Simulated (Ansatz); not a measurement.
Cartesian coordinates in Å:
```
C -0.7554 0.5794 2.1695
C -1.4628 0.7420 1.0525
Si -0.7942 0.4092 -0.6499
O -1.4020 -0.9903 -1.3248
Si 1.5021 -0.0659 -0.8115
O 2.0199 -0.5750 0.6719
O 1.6281 -1.2227 -1.9763
H -1.1728 0.7999 3.1488
H 0.2694 0.2207 2.1494
H -2.4853 1.1101 1.1462
H -1.1815 1.5671 -1.5128
H -2.3455 -1.0505 -1.4810
H 2.3812 1.0407 -1.2729
H 2.9509 -0.7878 0.7621
H 0.8478 -1.7770 -2.0713
```

The species carries charge 0 and has multiplicity 1.

List the r2SCAN/def2-TZVPP orbital energies in eV (Ansatz 0.2.0). (An estimate is asked.)

The calculation gave: Occupied: -1791.53, -1791.15, -515.88, -515.82, -515.63, -273.29, -272.94, -141.84, -141.54, -96.73, -96.71, -96.67, -96.43, -96.38, -96.37, -26.56, -26.38, -26.04, -19.94, -15.21, -14.59, -13.94, -13.17, -12.06, -11.33, -10.70, -9.89, -9.74, -9.50, -9.00, -8.72, -7.97, -7.78, -7.30, -7.14, -6.67. Lowest empty: -1.52, -0.45, -0.10, 1.08, 1.41, 1.73, 2.09, 2.20.
